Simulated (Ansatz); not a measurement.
Ansatz (a program for electronic structure) job for BrH3S3Ti, SMILES [SH][Ti]([SH])([SH])[Br], multiplicity 1, PBE-D3(BJ)/def2-SVP. 

Ansatz 0.2 input:
```yaml
crystal:
  periodic: [false, false, false]
  atoms:
    - {symbol: Ti, position_ang: [-0.29180232, 0.19324879, -0.05047748]}
    - {symbol: Br, position_ang: [1.67102730, -1.05037425, 0.16565457]}
    - {symbol: S, position_ang: [-0.29667283, 2.07822520, 1.16162073]}
    - {symbol: H, position_ang: [0.03740725, 1.33961127, 2.25258494]}
    - {symbol: S, position_ang: [-0.62587786, 0.87175717, -2.17004048]}
    - {symbol: H, position_ang: [-1.96076521, 0.77788509, -1.94993481]}
    - {symbol: S, position_ang: [-2.10637373, -0.92406299, 0.69556837]}
    - {symbol: H, position_ang: [-1.68015614, -2.02058134, 0.01556640]}
basis:
  gaussian:
    orbitals: def2-SVP
hamiltonian:
  xc: pbe
  dispersion: d3bj
relax: {f_tol: 0.002, max_steps: 200}
```

It prints:

```
WARN ansatz: RAYON_NUM_THREADS=1 ignored (pool sized by the plan → 1); use --threads N
Functional definition: PBE
integrals: 0.11 GiB planned
1514 factors; their error is unknown
mean field: 0.46 GiB planned
mean field evaluation 1: about -125666.6766 eV, gradient 3.7e1 eV
mean field evaluation 2: about -125644.0356 eV, gradient 8.0e1 eV
mean field evaluation 4: about -125652.7644 eV, gradient 9.6e1 eV
mean field evaluation 8: about -125670.0311 eV, gradient 7.5e-2 eV
mean field -125670.03105953 eV, -4618.2884592313 hartree, gradient 1.5e-5 eV, S^2 0.000000; 0 other end points of the search recorded, 0 dependent functions left out
the calculation of the forces begins
reference -125670.03114641 eV, -4618.2884624240 hartree; 54, 54 occupied and 78, 78 virtual orbitals, 1514 factors
relax step   1: F+E_penalty+E_count = -125670.38697645 eV  Δ(F+E_penalty+E_count) = +0.000e0 eV  max|allowed force component| = 4.320e-1 eV/Å  Δτ_max = 0.0000 Å  (48 SCF iters, accepted)
these checks for a lower state are left out or cut short: starts, cluster_reference, orbital_swaps, neighbouring_geometries, increment
integrals: 0.10 GiB planned
1514 factors; their error is unknown
mean field: 0.46 GiB planned
mean field evaluation 16: about -125670.0509 eV, gradient 2.4e-5 eV
mean field -125670.05086606 eV, -4618.2891871079 hartree, gradient 1.2e-5 eV, S^2 0.000000; 0 other end points of the search recorded, 0 dependent functions left out
the calculation of the forces begins
reference -125670.05095310 eV, -4618.2891903065 hartree; 54, 54 occupied and 78, 78 virtual orbitals, 1514 factors
relax step   2: F+E_penalty+E_count = -125670.40293621 eV  Δ(F+E_penalty+E_count) = -1.596e-2 eV  max|allowed force component| = 1.107e-1 eV/Å  Δτ_max = 0.0220 Å  (32 SCF iters, accepted)
these checks for a lower state are left out or cut short: starts, cluster_reference, orbital_swaps, neighbouring_geometries, increment
integrals: 0.10 GiB planned
1514 factors; their error is unknown
mean field: 0.46 GiB planned
mean field -125670.05191325 eV, -4618.2892255913 hartree, gradient 1.2e-5 eV, S^2 0.000000; 0 other end points of the search recorded, 0 dependent functions left out
the calculation of the forces begins
reference -125670.05200023 eV, -4618.2892287877 hartree; 54, 54 occupied and 78, 78 virtual orbitals, 1514 factors
relax step   3: F+E_penalty+E_count = -125670.40389064 eV  Δ(F+E_penalty+E_count) = -9.544e-4 eV  max|allowed force component| = 7.785e-3 eV/Å  Δτ_max = 0.0111 Å  (33 SCF iters, accepted)
these checks for a lower state are left out or cut short: starts, cluster_reference, orbital_swaps, neighbouring_geometries, increment
integrals: 0.10 GiB planned
1514 factors; their error is unknown
mean field: 0.46 GiB planned
mean field evaluation 32: about -125670.0518 eV, gradient 1.2e-5 eV
mean field -125670.05178819 eV, -4618.2892209956 hartree, gradient 1.2e-5 eV, S^2 0.000000; 0 other end points of the search recorded, 0 dependent functions left out
the calculation of the forces begins
reference -125670.05187518 eV, -4618.2892241923 hartree; 54, 54 occupied and 78, 78 virtual orbitals, 1514 factors
relax step   4: F+E_penalty+E_count = -125670.40393822 eV  Δ(F+E_penalty+E_count) = -4.758e-5 eV  max|allowed force component| = 6.410e-3 eV/Å  Δτ_max = 0.0075 Å  (26 SCF iters, accepted)
these checks for a lower state are left out or cut short: starts, cluster_reference, orbital_swaps, neighbouring_geometries, increment
integrals: 0.10 GiB planned
1514 factors; their error is unknown
mean field: 0.46 GiB planned
mean field -125670.05177705 eV, -4618.2892205861 hartree, gradient 2.2e-5 eV, S^2 0.000000; 0 other end points of the search recorded, 0 dependent functions left out
the calculation of the forces begins
reference -125670.05186404 eV, -4618.2892237829 hartree; 54, 54 occupied and 78, 78 virtual orbitals, 1514 factors
relax step   5: F+E_penalty+E_count = -125670.40395555 eV  Δ(F+E_penalty+E_count) = -1.733e-5 eV  max|allowed force component| = 3.454e-3 eV/Å  Δτ_max = 0.0050 Å  (24 SCF iters, accepted)
these checks for a lower state are left out or cut short: starts, cluster_reference, orbital_swaps, neighbouring_geometries, increment
integrals: 0.10 GiB planned
1514 factors; their error is unknown
mean field: 0.46 GiB planned
mean field -125670.05177935 eV, -4618.2892206706 hartree, gradient 2.3e-5 eV, S^2 0.000000; 0 other end points of the search recorded, 0 dependent functions left out
the calculation of the forces begins
reference -125670.05186634 eV, -4618.2892238675 hartree; 54, 54 occupied and 78, 78 virtual orbitals, 1514 factors
relax step   6: F+E_penalty+E_count = -125670.40396062 eV  Δ(F+E_penalty+E_count) = -5.067e-6 eV  max|allowed force component| = 1.472e-3 eV/Å  Δτ_max = 0.0040 Å  (24 SCF iters, accepted)
integrals: 0.10 GiB planned
1514 factors; their error is unknown
mean field: 0.46 GiB planned
mean field -125670.05177935 eV, -4618.2892206706 hartree, gradient 2.3e-5 eV, S^2 0.000000; 1 other end points of the search recorded, 0 dependent functions left out
the calculation of the forces begins
reference -125670.05186634 eV, -4618.2892238675 hartree; 54, 54 occupied and 78, 78 virtual orbitals, 1514 factors
Total energy: -125670.40404761 eV, -4618.3021662904 hartree
Atom 0 at    -0.290954     0.196264    -0.048895 Å, force    -0.000559    -0.000219     0.001472 eV/Å
Atom 1 at     1.686525    -1.054864     0.174852 Å, force     0.000038    -0.000095    -0.000130 eV/Å
Atom 2 at    -0.301405     2.097245     1.177620 Å, force     0.000169     0.000112     0.000361 eV/Å
Atom 3 at     0.065819     1.348176     2.265251 Å, force    -0.000134     0.000079    -0.000287 eV/Å
Atom 4 at    -0.625856     0.887324    -2.187534 Å, force    -0.001101     0.000117    -0.000910 eV/Å
Atom 5 at    -1.966212     0.747171    -1.954093 Å, force     0.001039     0.000062    -0.000112 eV/Å
Atom 6 at    -2.124394    -0.930089     0.698568 Å, force     0.000815     0.000391    -0.000458 eV/Å
Atom 7 at    -1.696738    -2.025518    -0.005226 Å, force    -0.000267    -0.000448     0.000063 eV/Å
Dipole moment:    -0.158177    -0.162713     0.048224 e Å
```

Self-consistency was reached.

Cost: around 30 core-seconds (rough).
